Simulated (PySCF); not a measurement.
# Bond lengths and vibrations by method: Al2BH3N

Calculated results; nothing here was measured. They come from PySCF 2.14.0, an open-source quantum chemistry program, on an isolated molecule that a program drew, which may never have been made. The molecule is Al2BH3N (charge 0, doublet), drawn as the SMILES string `N=[B][AlH][AlH]`.

The geometry was optimised and harmonic frequencies were computed with HF and MP2, all in the cc-pV(D+d)Z basis, for the commonest isotopes, with a restricted reference for singlets and an unrestricted one otherwise, and a frozen core in MP2. Each result is a local minimum of its method.

Geometry at the HF minimum:
```xyz
7
Al2BH3N, angstrom
N    -0.8679   -2.5144   -0.4482
B    -0.2037   -2.1738    0.5338
Al    0.9743   -1.5440    2.1858
Al    2.2479    0.7195    2.1102
H    -1.4062   -2.7995   -1.2232
H     0.8475   -2.3598    3.5387
H     3.7611    1.0019    1.6993
```

Lengths of the bonds as drawn, in Å (atoms numbered as above):
```
   bond     HF    MP2
  N1-B2  1.233  1.264
 B2-Al3  2.124  2.101
Al3-Al4  2.598  2.560
  N1-H5  0.986  1.003
 Al3-H6  1.585  1.585
 Al4-H7  1.593  1.591
```

Rotational constants, in GHz:
| constant | HF | MP2 |
|---|---|---|
| A | 11.39 | 11 |
| B | 1.585 | 1.636 |
| C | 1.403 | 1.433 |

Harmonic frequencies in cm^-1, each column in rising order, so a row needn't be the same motion in every method:
```
rank    HF   MP2
   1    76    68
   2   187   183
   3   255   204
   4   273   250
   5   313   294
   6   348     ?
   7   478   445
   8   488   480
   9   531   483
  10   572   515
  11   647   612
  12  1927  1846
  13  1963  1919
  14  2034  1944
  15  4079  3849
```

**Estimate the missing MP2 frequency from the HF column.**

A single factor s that minimises the squared misfit of MP2 against s times HF over the other rows is sum(HF x MP2) / sum(HF^2) = 0.9505, with an rms misfit of 23 cm^-1. For rank 6 it gives 0.9505 x 348 = 331 cm^-1. The calculation gives 353 cm^-1, 22 cm^-1 above the estimate. The drawn bonds are on average 0.3 % longer in MP2 than in HF.
